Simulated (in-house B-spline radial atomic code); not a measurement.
# LC-wPBE excitations of Ca²⁺

Method: LC-wPBE. Computed with an all-electron radial atomic-structure program (B-spline basis): linear response of the closed shell [Ne] 3s2 3p6 with the functional's adiabatic kernel; scalar-relativistic (spin-free one-electron X2C), finite nucleus, no spin-orbit coupling, no double excitations, S, P, D and F terms only. Only terms of natural parity with L up to 3 were computed.

Command:
```bash
python run_td.py task.json out
```
Settings (radii: box in bohr, nucleus in fm):
```
Z                        20
electrons                18
configuration            [Ne] 3s2 3p6
hamiltonian              x2c
method                   lc_wpbe
box_radius               29.48
rms_radius               3.4776
intervals                74
```

Run time, properties included: 1.6 s on 1 thread of Arm Neoverse N1 (shared host).

The lowest states, in the order of their Tamm-Dancoff energies; the method's threshold (minus the highest occupied level) is 48.33 eV. Labels give the largest channel, * marks a mixed state, and oscillator strengths are full-response dipole values. Semilocal kernels can invert the small singlet-triplet splittings of Rydberg terms. Energies in eV:

| state | full response | Tamm-Dancoff | oscillator strength |
| --- | --- | --- | --- |
| 3p → 3d 3P | 25.195 | 25.288 | - |
| 3p → 3d 3F | 25.443 | 25.587 | - |
| 3p → 3d 1F | 27.776 | 27.788 | - |
| 3p → 4s 3P | 28.801 | 28.812 | - |
| 3p → 4s 1P | 29.250 | 29.258 | 0.474 |
| 3p → 4p 3S | ? | ? | - |
| 3p → 4p 3D | 32.72 | 32.72 | - |
| 3p → 4p 1D | 32.96 | 32.97 | - |
| 3p → 4p 1S | 34.33 | 34.48 | - |
| 3p → 3d 1P | 33.79 | 34.56 | 3.2 |
| 3p → 4d 3P | 37.87 | 37.88 | - |
| 3p → 4d 3F | ? | ? | - |
| 3p → 4d 1F | 38.21 | 38.21 | - |
| 3p → 5s 3P | 38.40 | 38.40 | - |
| 3p → 5s 1P | 38.53 | 38.53 | 0.146 |
| 3p → 5p 3S | 39.75 | 39.76 | - |
| 3p → 5p 3D | 39.92 | 39.92 | - |
| 3p → 5p 1D | 40.00 | 40.00 | - |
| 3p → 4d 1P | 39.60 | 40.03 | 0.775 |
| 3p → 5p 1S | 40.53 | 40.60 | - |
| 3p → 4f 3D | 40.66 | 40.66 | - |
| 3p → 4f 1D | 40.72 | 40.72 | - |

Where does 3p → 4d 3F lie?

At 37.95 eV in full response, 37.96 eV in Tamm-Dancoff.

Where does 3p → 4p 3S lie?

At 32.32 eV in full response, 32.34 eV in Tamm-Dancoff.

How large is the singlet-triplet splitting of 3p → 3d (F terms) in Tamm-Dancoff?

2.2 eV, from the unrounded values.

What polarisabilities and dispersion coefficient does the method give?

Dipole 3.303 bohr³, quadrupole 7.327 bohr⁵, C6 10.93 hartree·bohr⁶ for two such species.
